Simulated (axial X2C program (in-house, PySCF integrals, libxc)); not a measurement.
# Which molecule has these constants?

Computed with an axial X2C code built on PySCF integrals, spin-free (one-electron X2C) or two-component (2c: spin–orbit coupling with atomic mean-field Coulomb and Gaunt terms, which also bring small scalar terms), in Dyall basis sets with cores contracted in-house; open shells are unrestricted.

A two-component PBE0 calculation in a Dyall 3-zeta basis gave Re = 1.871 Å, ωe = 658.6 cm⁻¹, dipole magnitude 2.76 D, Ω = 1.

Which molecule is it?
A. TaF
B. VF
C. NbF

C. The others have VF 1.768 Å and 692.8 cm⁻¹ (Ω = 1); TaF 1.805 Å and 721.8 cm⁻¹ (Ω = 1).

Each entry is the lowest single determinant of a limited PBE0 search at one distance. De goes to single-determinant-based atoms at the same level (for ions the charge split of lowest energy) and is withheld (n/a) where an atom does not fit its ground term or J level. Main or longest-lived isotopes. One determinant is a doubtful description, or other states lie close, for NbF, VF, TaF; these need not be ground states, and all values refer to the states named. Some open-shell Ω = 0 determinants are out of reach, so the Ω given for NbF, VF, TaF need not be the lowest component. With several unpaired electrons the Ω given is that of one determinant, not necessarily of the lowest component. The functionals have no current term, which raises determinants with orbital currents.
